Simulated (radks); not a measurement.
Question: Numerical settings for the gadolinium ion Gd2+, [Xe] 4f7 5d1. Method: Dirac Kohn-Sham, PBE, spin-unpolarised, spherical densities, finite nucleus; open shells fill j = l - 1/2 first; Fermi nuclear charge, rms radius 5.1569 fm; computed with a radial shooting solver on a logarithmic mesh with Libxc functionals. The defaults (mesh step 0.008 in ln r, mesh end at 40 bohr or more with all orbitals vanishing there, Anderson mixing 0.5 over 9 steps, residual threshold near 1e-9 with the energy settled to 1e-9 hartree or 1e-11 of itself, here a cap of 79 iterations) give E = -11278.6304 hartree and 5d3/2 at -15.323 eV in 14 iterations. Run on one thread of a shared host, so times are rough (Arm Neoverse V1): 0.17 s of CPU time, 0.17 s wall, 14 iterations on 2254 mesh points. One setting is changed at a time: mesh step in ln r 0.003; mesh step in ln r 0.012; mesh step in ln r 0.02; mesh end (bohr) 20; mesh end (bohr) 12; residual threshold 1e-16; residual threshold 0.1; mixing 0.01; linear mixing, mixing 0.2; linear mixing, mixing 0.05; mixing history 2; iteration cap 5. Which runs fail to converge, and which converge to a wrong energy?

Answer: Not converged within the cap: residual threshold 1e-16; linear mixing, mixing 0.2; linear mixing, mixing 0.05; iteration cap 5. No run marked as converged misses the energy by more than 1 mhartree.
